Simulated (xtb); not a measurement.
C2H6Cd, singlet, geometry from GFN2-xTB of the parent state (such geometries of metal compounds can be far from the true shape); GFN0-xTB run with xtb.

xtb was given this input:
```
$ xtb mol.xyz --gfn 0 --chrg 0 --uhf 0 --json

# file mol.xyz
9

Cd    -0.00037268     0.00343970     0.00023157
C      1.73182186     0.27276271    -1.39398400
H      2.38256325    -0.58009537    -1.20848620
H      2.17886356     1.22547614    -1.11533101
H      1.29760715     0.27539917    -2.39231866
C     -1.72996139    -0.28993399     1.39282796
H     -2.18648018    -1.22965941     1.08664593
H     -2.37381884     0.57386956     1.23647050
H     -1.29200896    -0.32706786     2.38884011
```

What the program printed (banner, timings and long lists left out):

```
   ID    Z sym.   atoms
    1   48 Cd     1
    2    6 C      2, 6
    3    1 H      3-5, 7-9

           -------------------------------------------------
          |                Calculation Setup                |
           -------------------------------------------------

           -------------------------------------------------
          |                 G F N 0 - x T B                 |
           -------------------------------------------------

          ...................................................
          :                      SETUP                      :
          :.................................................:
          :  # basis functions                  24          :
          :  # atomic orbitals                  24          :
          :  # shells                           18          :
          :  # electrons                        16          :
          :  electronic temp.          300.0000000     K    :
          :  accuracy                    1.0000000          :
          :  -> integral cutoff          0.2500000E+02      :
          :  -> integral neglect         0.1000000E-07      :
          ...................................................

         :::::::::::::::::::::::::::::::::::::::::::::::::::::
         ::                     SUMMARY                     ::
         :::::::::::::::::::::::::::::::::::::::::::::::::::::
         :: total energy              -8.398533946043 Eh    ::
         :: gradient norm              0.030411818128 Eh/a0 ::
         :: HOMO-LUMO gap              3.244299335174 eV    ::
         ::.................................................::
         :: H0 energy                 -8.503504486898 Eh    ::
         :: repulsion energy           0.120114129457 Eh    ::
         :: electrostat energy        -0.013739004420 Eh    ::
         :: -> Gsolv                   0.000000000000 Eh    ::
         ::    -> Gsasa                0.000000000000 Eh    ::
         ::    -> Gshift               0.000000000000 Eh    ::
         :: dispersion energy         -0.001404584182 Eh    ::
         :: short-range corr.          0.000000000000 Eh    ::
         :: add. restraining           0.000000000000 Eh    ::
         :: total charge              -0.000000000000 e     ::
         :::::::::::::::::::::::::::::::::::::::::::::::::::::

           -------------------------------------------------
          |                Property Printout                |
[...]
        24                          1.0895713              29.6487
      -------------------------------------------------------------
                  HL-Gap            0.1192258 Eh            3.2443 eV
             Fermi-level            0.0000000 Eh            0.0000 eV

     #   Z          covCN         q      C6AA      α(0)
     1  48 Cd       1.628    -0.016   231.691    28.869
     2   6 C        3.587    -0.397    33.421     8.463
     3   1 H        0.925     0.135     1.496     1.913
     4   1 H        0.925     0.135     1.496     1.913
     5   1 H        0.925     0.135     1.496     1.913
     6   6 C        3.587    -0.397    33.421     8.463
     7   1 H        0.925     0.135     1.496     1.913
     8   1 H        0.925     0.135     1.496     1.913
     9   1 H        0.925     0.135     1.496     1.913

 Mol. C6AA /au·bohr⁶  :       1152.683442
 Mol. C8AA /au·bohr⁸  :      54640.149126
 Mol. α(0) /au        :         57.272092

Wiberg/Mayer (AO) data.
largest (>0.10) Wiberg bond orders for each atom

 ---------------------------------------------------------------------------
     #   Z sym  total        # sym  WBO       # sym  WBO       # sym  WBO
 ---------------------------------------------------------------------------
     1  48 Cd   1.671 --     2 C    0.717     6 C    0.717
     2   6 C    3.874 --     4 H    0.952     5 H    0.952     3 H    0.952
                             1 Cd   0.717     6 C    0.299
     3   1 H    0.979 --     2 C    0.952
     4   1 H    0.979 --     2 C    0.952
     5   1 H    0.979 --     2 C    0.952
     6   6 C    3.874 --     8 H    0.952     9 H    0.952     7 H    0.952
                             1 Cd   0.717     2 C    0.299
     7   1 H    0.979 --     6 C    0.952
     8   1 H    0.979 --     6 C    0.952
     9   1 H    0.979 --     6 C    0.952
 ---------------------------------------------------------------------------

Topologies differ in total number of bonds
Writing topology from bond orders to xtbtopo.mol

 dipole moment from electron density (au)
     X       Y       Z
  -0.0012   0.0111   0.0007  total (Debye):    0.028

           -------------------------------------------------
          | TOTAL ENERGY               -8.398533946043 Eh   |
          | GRADIENT NORM               0.030411818128 Eh/α |
          | HOMO-LUMO GAP               3.244299335174 eV   |
           -------------------------------------------------

normal termination of xtb
```
